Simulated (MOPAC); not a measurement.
A run for MOPAC: PM3 on CdFI (SMILES [F][Cd][I]), a point of a bond scan (R = 5.274 Å).

```
PM3 1SCF PRECISE CHARGE=0 THREADS=1
CdFI

Cd    -0.00000000 1    -0.00000000 1    -1.08526849 1
F      0.00000000 1     0.00000000 1    -6.35958668 1
I      0.00000000 1     0.00000000 1     1.49889367 1
```

Program output:

```
*******************************************************************************
 **                                                                           **
 **                              MOPAC v23.2.5                                **
 **                                                                           **
 *******************************************************************************
 ** MOPAC's Digital Object Identifier: https://doi.org/10.5281/zenodo.6511958 **
 **                                                                           **
 ** Please cite the open-source release paper for use of this MOPAC version:  **
 ** J. E. Moussa and J. J. P. Stewart (2026)                                  **
 ** MOPAC: An open-source semiempirical molecular orbital program             **
 ** J. Open Source Softw., 11(119), 8025, https://doi.org/10.21105/joss.08025 **
 *******************************************************************************

                              PM3 CALCULATION RESULTS

 *******************************************************************************
 *  PM3        - The PM3 Hamiltonian to be used
 *
 *
 *
 *                 CHARGE ON SYSTEM = 0
 *
 *
 *
 *  PRECISE    - TIGHTER CRITERIA TO BE USED
 *  1SCF       - DO 1 SCF AND THEN STOP
 *  THREADS=1  - MULTI-THREADING NOT USED
 *  T=         - A TIME OF 172800.0 SECONDS REQUESTED
 *  DUMP=N     - RESTART FILE WRITTEN EVERY 7200.0 SECONDS REQUESTED
 *******************************************************************************
PM3 1SCF PRECISE CHARGE=0 THREADS=1
 CdFI

   ATOM   CHEMICAL          X               Y               Z
  NUMBER   SYMBOL      (ANGSTROMS)     (ANGSTROMS)     (ANGSTROMS)

     1      Cd         -0.00000000  *  -0.00000000  *  -1.08526849  *
     2       F          0.00000000  *   0.00000000  *  -6.35958668  *
     3       I          0.00000000  *   0.00000000  *   1.49889367  *



          CARTESIAN COORDINATES

    NO.       ATOM           X           Y           Z

     1        Cd         -0.0000     -0.0000     -1.0853
     2         F          0.0000      0.0000     -6.3596
     3         I          0.0000      0.0000      1.4989

  F: (PM3): J. J. P. STEWART, J. COMP. CHEM. 10, 209 (1989).
 Cd: (PM3): J. J. P. STEWART, J. COMP. CHEM. 12, 320-341 (1991).
  I: (PM3): J. J. P. STEWART, J. COMP. CHEM. 10, 209 (1989).

           Empirical Formula: Cd F I  =     3 atoms



      MOLECULAR POINT GROUP   :   C*v


      RHF CALCULATION, NO. OF DOUBLY OCCUPIED LEVELS = 8



 ALL CONVERGERS ARE NOW FORCED ON
 SHIFT=10, PULAY ON, CAMP-KING ON
 AND ITERATION COUNTER RESET



 -------------------------------------------------------------------------------
 PM3 1SCF PRECISE CHARGE=0 THREADS=1
 CdFI



     1SCF WAS SPECIFIED, SO BFGS WAS NOT USED
     SCF FIELD WAS ACHIEVED


                              PM3 CALCULATION
                                                       MOPAC v23.2.5 Linux




          FINAL HEAT OF FORMATION =         78.18032 KCAL/MOL =     327.10648 KJ/MOL


          COSMO AREA              =        127.46 SQUARE ANGSTROMS
          COSMO VOLUME            =         96.12 CUBIC ANGSTROMS

          IONIZATION POTENTIAL    =          7.190952 EV
          HOMO LUMO ENERGIES (EV) =         -7.191 -4.744
          NO. OF FILLED LEVELS    =          8
          MOLECULAR WEIGHT        =        258.3129         POINT GROUP:  C*v

          MOLECULAR DIMENSIONS (Angstroms)

            Atom       Atom       Distance
            I     3    F     2     7.85848
            I     3    F     2     0.00000
           Cd     1    F     2     0.00000


          SCF CALCULATIONS        =          1





   ATOM   CHEMICAL          X               Y               Z
  NUMBER   SYMBOL      (ANGSTROMS)     (ANGSTROMS)     (ANGSTROMS)

     1      Cd         -0.00000000  *  -0.00000000  *  -1.08526849  *
     2       F          0.00000000  *   0.00000000  *  -6.35958668  *
     3       I          0.00000000  *   0.00000000  *   1.49889367  *

                             CARTESIAN COORDINATES

   1   Cd       -0.000000000    -0.000000000    -1.085268490
   2    F        0.000000000     0.000000000    -6.359586680
   3    I        0.000000000     0.000000000     1.498893670


           Empirical Formula: Cd F I  =     3 atoms



      MOLECULAR POINT GROUP   :   C*v


                  EIGENVALUES
 -14.08660 -12.99586 -12.21792 -11.76920 -11.76920  -9.02882  -9.02882  -7.19095
  -4.74357  18.82981  18.83003  18.83003


              NET ATOMIC CHARGES AND DIPOLE CONTRIBUTIONS

  ATOM NO.   TYPE          CHARGE      No. of ELECS.   s-Pop       p-Pop
    1         Cd           1.125008        0.8750     0.86696     0.00804
    2          F          -0.674170        7.6742     2.00000     5.67417
    3          I          -0.450838        7.4508     1.91456     5.53628
 DIPOLE           X         Y         Z       TOTAL
 POINT-CHG.     0.000     0.000    11.483    11.483
 HYBRID         0.000     0.000    -0.549     0.549
 SUM            0.000     0.000    10.934    10.934


          ATOMIC ORBITAL ELECTRON POPULATIONS

     Atom    s        px        py        pz
    1 Cd   0.86696   0.00043   0.00043   0.00717
    2  F   2.00000   2.00000   2.00000   1.67417
    3  I   1.91456   1.99957   1.99957   1.53714

 **********************
 *                    *
 * JOB ENDED NORMALLY *
 *                    *
 **********************




 == MOPAC DONE ==
```

The run finished.

Cost: about 0.06 core-seconds (a rough figure).
